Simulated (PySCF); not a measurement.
# Heteronuclear NMR

Geometry:
```csv
atom,x (Å),y (Å),z (Å)
C1,-1.721,-0.458,-1.422
C2,-0.705,-0.235,-0.583
O3,0.499,-0.773,-0.755
Si4,1.870,-0.801,0.159
O5,2.663,0.601,0.297
C6,-0.856,0.649,0.600
O7,0.045,0.866,1.378
O8,-2.064,1.192,0.738
H9,-1.594,-1.101,-2.273
H10,-2.676,0.003,-1.262
H11,1.599,-1.432,1.445
H12,2.697,-1.546,-0.769
H13,2.332,1.279,0.882
H14,-2.089,1.757,1.528
```

- NMR shieldings at PBE0/pcSseg-1/GIAO
- geometry: GFN2-xTB
- program: PySCF
- no solvent model, equivalent nuclei averaged, non-relativistic, one computed conformer

Task: What are the $^{29}$Si shifts?

Result: 
| atoms | environment | σ (ppm) | δ (ppm) |
| --- | --- | --- | --- |
| Si4 | silicon bonded to 2 O, 2 H | 391.0 | -41.4 |

Shieldings were converted by a linear fit to measured shifts: $^{29}$Si (scatter 8.9 ppm rms, 25.8 ppm with the 6 outliers that the fit left out vs TMS, solution or neat liquid). Occasional misses reach two or three times the rms, and more in compound classes unlike the fitted ones.

On a 400 MHz spectrometer $^{29}$Si resonates near 79.5 MHz, so 1 ppm is 79.5 Hz.

Task: What are the $^{17}$O shifts?

Result: 
```tsv
atoms	environment	σ (ppm)	δ (ppm)
O7	carbonyl oxygen	-62.0	323.2
O8	acid hydroxyl oxygen	142.1	137.2
O3	oxygen bonded to C, Si	195.7	88.5
O5	oxygen bonded to Si, H	270.7	20.1
```

Shieldings were converted by a linear fit to measured shifts: $^{17}$O: δ = 266.70 − 0.911σ (rms 10.7 ppm, 155 shifts, 12.2 ppm with the 3 outliers that the fit left out vs liquid water, solution or neat liquid). Occasional misses reach two or three times the rms, and more in compound classes unlike the fitted ones.

On a 500 MHz spectrometer $^{17}$O resonates near 67.8 MHz, so 1 ppm is 67.8 Hz.

In solution the two oxygens of a carboxylic acid exchange roles by proton transfer and give one 17O line. Hydrogen bonding in solution shields acid and N–H amide carbonyl oxygens by tens of ppm.
